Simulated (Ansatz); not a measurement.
`[NH2][In]([Br])[Br]` + CH₄ → `[CH3][In]([NH2])[Br]` + HBr  (formal exchange of groups at the In–Br bond)

Program: Ansatz. Geometries: PBE0-D4/def2-TZVP. ΔE: electronic, gas phase. CBS: MP2 limit from def2 TZ/QZ plus the TZ coupled-cluster correction, frozen cores. This one scheme is used for every species. DFT in def2-TZVPP. def2 core potentials past Kr. For Br, In outer-core shells are correlated without core-valence functions, which leaves a few kJ/mol of doubt a bond. Scalar relativity is left out up to krypton. One conformer a species, not always the lowest.

```json
{"species": "`[NH2][In]([Br])[Br]`", "CAM-B3LYP-D4 energy (Eh)": "-5394.76327"}
{"species": "CH₄", "CAM-B3LYP-D4 energy (Eh)": "-40.50551"}
{"species": "`[CH3][In]([NH2])[Br]`", "CAM-B3LYP-D4 energy (Eh)": "-2860.32912"}
{"species": "HBr", "CAM-B3LYP-D4 energy (Eh)": "-2574.88422"}
```

Q: Work out ΔE.

A: ΔE = (-2860.32912) + (-2574.88422) − (-5394.76327) − (-40.50551) = 0.05544 Eh = +145.6 kJ/mol. CCSD(T)/CBS gives +145.1 kJ/mol.

Largest T1 diagnostic among the species: 0.012.

At CCSD(T), def2-SVP lies +7.4 kJ/mol from the extrapolated value and def2-TZVPP −4.9 kJ/mol. Leaving LDA and LC-ωPBE aside and taking each functional with its dispersion term where it has one, the values, not all of them listed here, spread over 16.1 kJ/mol, from PBE-D4 to BHLYP-D4. LDA lies −9.8 kJ/mol from PBE without D4. In def2-TZVPP, CCSD(T) changes the Hartree–Fock value by −29.7 kJ/mol (the triples alone add −1.8 kJ/mol) and MP2 by −28.3 kJ/mol.
